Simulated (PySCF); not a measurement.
## RuCl2: double against triple zeta

Base calculation in PySCF with density fitting and no spin–orbit coupling, PBE0/def2-SVP (scalar-relativistic core potentials): quintet, D∞h, Ru–Cl 2.255 Å (×2); wavenumbers 63 (×2), 353, 431 cm⁻¹; polar-tensor charge of Ru 1.15 e, atomisation energy (no zero-point energy) 745 kJ/mol.

**Question.** What changes on going to PBE0/def2-TZVP (scalar-relativistic core potentials)?

**Answer.** The point group stays the same. Changes: mean bond to Ru -0.025 Å, highest wavenumber -4 cm⁻¹, lowest wavenumber +2 cm⁻¹, polar-tensor charge of Ru +0.09 e, atomisation energy (no zero-point energy) +3 kJ/mol. The new structure has Ru–Cl 2.230 Å (×2), with wavenumbers 65 (×2), 359, 427 cm⁻¹. The larger basis shortens the bonds, as added polarisation functions usually do.

Open d or f shells are single determinants, so the state found may not be the ground state. The structures come from searches over a few start shapes, so lower isomers are not excluded.
